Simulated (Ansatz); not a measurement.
Geometry optimisation, RKS PBE0-D4/6-31G in Ansatz 0.2.0.

The input (input.yaml):

```yaml
crystal:
  periodic: [false, false, false]
  atoms:
    - { symbol: Si, position_ang: [0.0, 0.0, 0.0] }
    - { symbol: O, position_ang: [0.0, 0.0, 1.68] }
    - { symbol: Si, position_ang: [-1.3147, -0.4067, 2.6436] }
    - { symbol: H, position_ang: [-2.239, -1.2403, 1.8804] }
    - { symbol: H, position_ang: [-0.8506, -1.1432, 3.8157] }
    - { symbol: H, position_ang: [-1.9987, 0.8095, 3.0733] }
    - { symbol: F, position_ang: [1.4994, 0.0, -0.5295] }
    - { symbol: F, position_ang: [-0.7489, 1.2974, -0.5295] }
    - { symbol: O, position_ang: [-0.7913, -1.3709, -0.5594] }
    - { symbol: H, position_ang: [-1.2459, -1.8365, 0.2129] }
basis:
  gaussian: { orbitals: "6-31G" }
hamiltonian:
  xc: pbe0
  dispersion: d4
relax:
  f_tol: 0.02
  max_steps: 40
```

Command:

```bash
$ ansatz run input.yaml --threads 1 --pin off --max-ram 2048MiB --backend cpu --events-out ev --progress --plain --runs-dir out
```

Task: Where does it end, and by what steps?

Result: The forces met the threshold. Limits of this set-up: no polarisation functions. After 13 steps the energy has fallen by 0.828 eV; H10 moved furthest, 1.36 Å.

```tsv
step	energy less start (eV)	largest force component (eV/Å)	accepted
0	0.0000	2.423	yes
1	-0.4057	1.283	yes
2	-0.5866	0.393	yes
3	-0.6364	0.426	yes
4	-0.6983	0.181	yes
5	-0.7500	0.132	yes
6	-0.7780	0.232	yes
7	-0.7757	0.579	no
8	-0.7993	0.149	yes
9	-0.8126	0.104	yes
10	-0.8210	0.195	yes
11	-0.8224	0.354	yes
12	-0.8274	0.050	yes
13	-0.8276	0.013	yes
```

```xyz
10
Properties=species:S:1:pos:R:3
Si -0.125 -0.127 -0.066
O -0.868 -0.420 1.363
Si -1.437 -0.331 2.969
H -2.656 -1.199 3.060
H -0.363 -0.836 3.885
H -1.779 1.092 3.292
F 1.520 0.006 0.148
F -0.590 1.346 -0.682
O -0.437 -1.308 -1.199
H -0.953 -2.113 -1.083
```

Whether the end is a true minimum wasn't checked by a vibrational analysis.

Time of the run: 71 s on 1 thread of Arm Neoverse V1, with other jobs on the host, peak memory 0.16 GiB.
